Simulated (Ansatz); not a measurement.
Steps of a relaxation of `O=C=NBF` with RKS PBE0-D4/def2-TZVP.

```sh
$ ansatz run in.yaml --threads 2 --pin off --events-out ev --progress --plain --max-ram 22528MiB --backend cpu
```

```yaml
crystal:
  periodic: [false, false, false]
  atoms:
    - {symbol: O, position_ang: [0.861371, -2.336596, 1.022159]}
    - {symbol: C, position_ang: [0.537140, -1.337463, 0.489406]}
    - {symbol: N, position_ang: [0.240479, -0.327536, -0.114946]}
    - {symbol: B, position_ang: [-0.368218, 0.931564, -0.362854]}
    - {symbol: F, position_ang: [-0.152288, 1.522580, -1.535671]}
    - {symbol: H, position_ang: [-1.076483, 1.483451, 0.455806]}
basis:
  gaussian: {orbitals: def2-TZVP}
hamiltonian: {xc: pbe0, dispersion: d4}
relax: {f_tol: 0.005, max_steps: 150}
```

Positions (Å) and forces (eV/Å) along the path, 11 of 11 steps:

```xyz
6
step=1 energy=-7980.5303 eV
O     0.861   -2.337    1.022   -0.511    1.569   -0.832
C     0.537   -1.337    0.489    0.005   -0.001   -0.012
N     0.240   -0.328   -0.115    0.361   -1.156    0.652
B    -0.368    0.932   -0.363   -0.092    0.131    0.024
F    -0.152    1.523   -1.536   -0.075   -0.300    0.525
H    -1.076    1.483    0.456    0.311   -0.242   -0.357
6
step=2 energy=-7980.5758 eV
O     0.849   -2.308    1.013   -0.046    0.121   -0.048
C     0.532   -1.324    0.484    0.007   -0.081    0.078
N     0.242   -0.330   -0.116   -0.001    0.085   -0.109
B    -0.367    0.922   -0.357   -0.001    0.040   -0.013
F    -0.151    1.511   -1.522   -0.037   -0.097    0.184
H    -1.063    1.465    0.452    0.077   -0.068   -0.092
6
step=3 energy=-7980.5774 eV
O     0.844   -2.303    1.015   -0.002   -0.014    0.017
C     0.531   -1.321    0.482   -0.018   -0.003    0.051
N     0.245   -0.329   -0.120    0.050    0.030   -0.109
B    -0.363    0.922   -0.356   -0.049   -0.016   -0.006
F    -0.155    1.510   -1.519    0.006   -0.003    0.034
H    -1.060    1.457    0.451    0.013    0.007    0.013
6
step=4 energy=-7980.5792 eV
O     0.836   -2.296    1.024   -0.007    0.009    0.001
C     0.530   -1.318    0.481    0.009   -0.102    0.113
N     0.253   -0.331   -0.134    0.019    0.099   -0.133
B    -0.361    0.919   -0.356   -0.038   -0.005   -0.026
F    -0.159    1.515   -1.516   -0.001    0.006    0.031
H    -1.057    1.448    0.456    0.017   -0.007    0.014
6
step=5 energy=-7980.5728 eV rejected
O     0.745   -2.224    1.130   -0.239    1.022   -0.734
C     0.520   -1.288    0.466    0.119   -0.388    0.206
N     0.345   -0.359   -0.295   -0.037   -0.443    0.579
B    -0.343    0.887   -0.372    0.140    0.070   -0.226
F    -0.209    1.588   -1.488   -0.055   -0.155    0.253
H    -1.017    1.331    0.513    0.072   -0.105   -0.078
6
step=6 energy=-7980.5865 eV
O     0.792   -2.262    1.076   -0.059    0.196   -0.115
C     0.525   -1.305    0.476   -0.007    0.017   -0.008
N     0.298   -0.345   -0.213    0.025   -0.127    0.100
B    -0.352    0.905   -0.367    0.035   -0.016   -0.045
F    -0.184    1.554   -1.504   -0.019   -0.042    0.088
H    -1.036    1.388    0.485    0.024   -0.028   -0.021
6
step=7 energy=-7980.5879 eV
O     0.770   -2.239    1.096    0.000   -0.004    0.005
C     0.522   -1.295    0.472   -0.008    0.031   -0.020
N     0.316   -0.350   -0.244    0.051   -0.094    0.006
B    -0.342    0.893   -0.372   -0.146    0.137    0.143
F    -0.197    1.568   -1.493    0.032    0.002   -0.070
H    -1.026    1.359    0.496    0.071   -0.072   -0.064
6
step=8 energy=-7980.5887 eV
O     0.764   -2.232    1.101    0.006   -0.026    0.019
C     0.520   -1.292    0.470   -0.005    0.022   -0.015
N     0.321   -0.352   -0.253   -0.016    0.032   -0.003
B    -0.343    0.894   -0.371    0.016   -0.030    0.000
F    -0.199    1.570   -1.493   -0.001    0.004   -0.003
H    -1.021    1.348    0.500    0.000   -0.002    0.002
6
step=9 energy=-7980.5887 eV
O     0.763   -2.232    1.101   -0.001    0.001    0.000
C     0.520   -1.292    0.470    0.000    0.004   -0.004
N     0.321   -0.351   -0.253    0.003   -0.009    0.005
B    -0.343    0.894   -0.371   -0.001   -0.002    0.005
F    -0.199    1.570   -1.493   -0.001    0.005   -0.005
H    -1.021    1.347    0.500    0.000    0.002   -0.001
6
step=10 energy=-7980.5887 eV
O     0.763   -2.232    1.101    0.000    0.002   -0.002
C     0.520   -1.292    0.470    0.001   -0.006    0.005
N     0.321   -0.352   -0.253   -0.001    0.004   -0.003
B    -0.343    0.894   -0.371    0.000    0.001   -0.002
F    -0.199    1.571   -1.493    0.000    0.000    0.001
H    -1.021    1.347    0.500    0.000   -0.001    0.000
6
step=11 energy=-7980.5887 eV
O     0.763   -2.232    1.102    0.000    0.000    0.000
C     0.520   -1.292    0.470    0.000    0.000    0.000
N     0.321   -0.352   -0.253    0.000    0.000    0.000
B    -0.343    0.894   -0.371    0.000    0.000    0.000
F    -0.199    1.571   -1.493    0.000    0.000    0.000
H    -1.021    1.347    0.500    0.000    0.000    0.000
```

It took 48 s on 2 threads of an AMD EPYC 7R13 on a shared host, with 0.33 GiB of host memory at the peak.
